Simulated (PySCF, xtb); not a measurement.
Se(I)(OMe) (CH3IOSe), SMILES CO[Se]I.

GFN2-xTB in xtb at its own geometry gives an orbital gap of 2.83 eV and a dipole moment of 4.49 D.

Geometry: B3LYP-D3(BJ)/def2-SVP. The def2 effective core potentials stand for the cores of I; spin–orbit coupling is left out. Other conformers were not sampled.

Task: What does PBE0/def2-TZVP run with PySCF give? (The exact figures need the calculation; the answer reports its results.)

Result: gap 3.82 eV (levels -6.61 and -2.79 eV), dipole 1.55 D.
